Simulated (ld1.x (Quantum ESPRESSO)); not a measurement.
## Which change was made? (Ce, TM)

Ce (Z = 58), norm-conserving Troullier–Martins (Kleinman–Bylander form), made with ld1.x (Quantum ESPRESSO) 7.5 (PBE, scalar-relativistic). Core [Xe], reference 4f1 5d1 6s1.5 6p0.5. Waves: 6s (bound): rc 2.70 bohr; 6p (bound): rc 4.20 bohr; 5d (bound): rc 2.30 bohr; 4f (bound): rc 1.35 bohr. Local part: all-electron potential smoothed inside 3.55 bohr (lloc = -1). Core correction: none.

Cutoffs, loose and tight: the cutoffs (Ry, on a coarse ladder) from which the occupation-weighted sum of valence levels, in a spherical-Bessel basis at the reference potential, stays within 10 and 1 mRy of its value at 400 Ry. They do not see the model core or the augmentation charge, which bear on the density cutoff. Test errors are all-electron minus pseudo excitation energies from the reference, over the configurations 4f1 5d1 6s2 6p0; 4f1 5d1 6s1 6p0; 4f1 5d1 6s0 6p0; 4f1 5d0 6s2 6p0; 4f1 5d1 6s1.5 6p0; 4f2 5d0 6s2 6p0; 4f1 5d1 6s0 6p2; variants that change the core or the reference have their own tests. The largest error is taken over the tests solved by every variant that gives reliable tests at all, those not shown here included: 4f1 5d1 6s0 6p0; 4f1 5d1 6s1 6p0; 4f1 5d1 6s2 6p0.

The base gives: outcome: generated; cutoff, loose: 160 Ry; cutoff, tight: 200 Ry; bound ghosts: s; largest test error (meV): +186.

(1) After one change the result is: outcome: generated; cutoff, loose: 100 Ry; cutoff, tight: 110 Ry; bound ghosts: none; largest test error (meV): +146. Which change was it?
A. all radii scaled by about 1.09 (s 2.94, p 4.56, d 2.50, f 1.46 bohr); local potential all-electron potential smoothed inside 3.86 bohr (lloc = -1)
B. all radii scaled by about 1.39 (s 3.76, p 5.86, d 3.20, f 1.88 bohr); local potential all-electron potential smoothed inside 4.94 bohr (lloc = -1)
C. all radii scaled by about 0.82 (s 2.20, p 3.42, d 1.88, f 1.10 bohr); local potential all-electron potential smoothed inside 2.90 bohr (lloc = -1)
D. all radii scaled by about 0.74 (s 2.00, p 3.12, d 1.70, f 1.00 bohr); local potential all-electron potential smoothed inside 2.64 bohr (lloc = -1)

## Answers

(1) B. The others give: all radii scaled by about 1.09 (s 2.94, p 4.56, d 2.50, f 1.46 bohr); local potential all-electron potential smoothed inside 3.86 bohr (lloc = -1) → outcome: generated; cutoff, loose: 140 Ry; cutoff, tight: 160 Ry; bound ghosts: none; largest test error (meV): +179 | all radii scaled by about 0.74 (s 2.00, p 3.12, d 1.70, f 1.00 bohr); local potential all-electron potential smoothed inside 2.64 bohr (lloc = -1) → outcome: failed: run_pseudo: Errors in PS-KS equation | all radii scaled by about 0.82 (s 2.20, p 3.42, d 1.88, f 1.10 bohr); local potential all-electron potential smoothed inside 2.90 bohr (lloc = -1) → outcome: generated; cutoff, loose: 230 Ry; cutoff, tight: 260 Ry; bound ghosts: s, p; largest test error (meV): +303.
